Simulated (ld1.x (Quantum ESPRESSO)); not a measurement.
**What one change does to a pseudopotential (sulfur, TM)**

```
Element                 : sulfur (S)
Generator               : ld1.x (Quantum ESPRESSO) 7.5
Type                    : norm-conserving Troullier–Martins (Kleinman–Bylander form)
Functional              : PBE
Relativity              : non-relativistic
Frozen core             : [Ne]
Valence charge          : 6
Reference configuration : 3s2 3p4
Partial waves           : 3p (bound): rc 1.40 bohr; 3d channel at 0.5 Ry: rc 1.20 bohr; 3s (bound): rc 1.35 bohr
Local potential         : the s channel
Core correction         : a·sin(br)/r model core, default radius (core density twice the valence density)
```

Change: wave 3p (bound): rc 1.40 bohr becomes 3p (bound): rc 1.96 bohr.

Cutoffs: the cutoffs (Ry, on a coarse ladder) from which the occupation-weighted sum of valence levels, in a spherical-Bessel basis at the reference potential, stays within 10 and 1 mRy of its value at 400 Ry; they do not see the model core or the augmentation charge, which bear on the density cutoff. Errors are all-electron minus pseudo energies relative to the spin-unpolarised reference configuration.

How do hardness, ghosts and transferability respond?

The potential gets neither clearly harder nor softer (40 Ry and 60 Ry → 40 Ry and 60 Ry); of the 7 tests that both files solve, the error grows in 2 and shrinks in 0 by more than 15 % and 0.3 meV (median size 7.4 → 9.1 meV); neither file shows a bound ghost.

| quantity | base | changed |
| --- | --- | --- |
| cutoff, loose | 40 Ry | 40 Ry |
| cutoff, tight | 60 Ry | 60 Ry |
| bound ghosts | none | none |
| error for 3s2 3p3, meV [ΔE 11.78 eV] | +3.9 | +3.8 |
| error for 3s2 3p2, meV [ΔE 34.08 eV] | +25 | +24 |
| error for 3s2 3p1, meV [ΔE 68.13 eV] | +81 | +74 |
| error for 3s1 3p4, meV [ΔE 22.52 eV] | +7.4 | +9.1 |
| error for 3s0 3p6, meV [ΔE 20.48 eV] | +2.0 | +5.7 |
| error for 3s2 3p0, meV [ΔE 114.93 eV] | +191 | +165 |
| error for 3s2 3p4.3, meV [ΔE -1.71 eV] | +0.1 | +0.1 |
